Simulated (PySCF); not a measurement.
WF₅, SMILES [F][W]([F])([F])([F])[F] (connectivity only; charge and spin as stated), neutral, multiplicity 2.

Geometry optimised at r2SCAN-D4/def2-SVP. The multiplicity is an assumed one; other spin states were not compared. The isomer is the one that the SMILES or the coordinates give; other isomers of the formula were not compared. The def2 effective core potentials stand for the cores of W; spin–orbit coupling is left out.

Level of theory: M06-2X/def2-TZVP (PySCF).

- total energy = -566.45210 hartree
- point group = C2
- α spin, highest occupied and lowest empty level = -9.33 and -3.13 eV
- β spin, highest occupied and lowest empty level = -14.21 and -2.77 eV
- dipole moment = 0.042 e·Å
- quadrupole, principal values (traceless, Buckingham form, about the centre of nuclear charge) = -6.19, 0.10, 6.09 D·Å
- mean static polarisability = 37.0 bohr³ (5.49 Å³)
- polarisability, principal values = 33.1, 37.9, 40.1 bohr³
- ⟨S²⟩ = 0.753 (pure state 0.75)
